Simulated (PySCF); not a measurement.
Structure problem from calculated spectra and properties.

Elements present: C, H and O. Monoisotopic mass: 146.0579 u.

- 13C NMR: chemical shifts (computed TMS as zero) by class: 166.2 (2 C), 64.3 (2 C), 16.3 (2 C) ppm [GIAO PBE0/pcSseg-1]
- Dipole: 1.67 D [PBE0/pcSseg-1]
- 1H NMR: chemical shifts (computed TMS as zero) by class: 4.58 (4 H), 1.33 (6 H) ppm [GIAO PBE0/pcSseg-1]
- Rotational structure: rotational constants A, B, C: 2.937, 0.629, 0.623 GHz [GFN2-xTB]
- NMR, other nuclei: isotropic shieldings of nuclei other than C and H, by class: -89 (2 O), 116 (2 O) ppm [GIAO PBE0/pcSseg-1]

Gas-phase values; electronic properties from PySCF, density fitting. Levels stand in brackets. Isolated species at its GFN2-xTB geometry (one conformer only). NMR classes are plain means over equivalent atoms (diastereotopic ones count apart unless rotation or inversion swaps them), as if these changed places fast.

Q: Which formula fits the mass and the elements?

A: C6H10O4 (calculated 146.0579). No other formula that holds each of these elements comes within 0.0003 u with a fitting electron parity and a possible valence count.

Q: Give a SMILES that accounts for the data.

A: Numbering: `[CH3:1][CH2:2][O:3][C:4](=[O:5])[C:6](=[O:7])[O:8][CH2:9][CH3:10]`. Its formula, C6H10O4, gives 2 degrees of unsaturation: 0 rings and 2 π bonds in the structure found. 6 carbons fall into 3 classes; from least to most shielded: ester carbonyl carbon [C4/C6] (166.2 ppm, 2 C), sp3 carbon bound to oxygen [C2/C9] (64.3 ppm, 2 C), methyl carbon [C1/C10] (16.3 ppm, 2 C). Hydrogen classes from least to most shielded: 4 H on 2 like atoms (sp3 carbon bound to oxygen), C2/C9 (4.58 ppm, a mean of values up to 1.1 ppm apart in this geometry), 6 H on 2 methyl carbons, C1/C10 (1.33 ppm, a mean of values up to 0.9 ppm apart in this geometry). The other shieldings belong to: -89 ppm, ester carbonyl oxygen [O5/O7]; 116 ppm, ester single-bonded oxygen [O3/O8]. By its constants the optimised geometry is a nearly prolate symmetric top. Structure: diethyl oxalate (`CCOC(=O)C(=O)OCC`). Computed isomers that give other values at the same levels: `CCOC(=O)[C@H](C)OC=O` (13C chemical shifts (computed TMS as zero) by class: 178.6 (1 C), 165.8 (1 C), 74.1 (1 C), 64.2 (1 C), 18.9 (1 C), 16.4 (1 C) ppm); `COC(=O)CCOC(C)=O` (13C chemical shifts (computed TMS as zero) by class: 178.2 (1 C), 177.2 (1 C), 63.5 (1 C), 53.7 (1 C), 34.6 (1 C), 23.4 (1 C) ppm); `CCCOC(=O)C(=O)OC` (13C chemical shifts (computed TMS as zero) by class: 165.8 (1 C), 165.7 (1 C), 67.4 (1 C), 53.1 (1 C), 27.9 (1 C), 13.0 (1 C) ppm). The assignments are read from this structure; whether some other isomer fits the data as well wasn't checked.
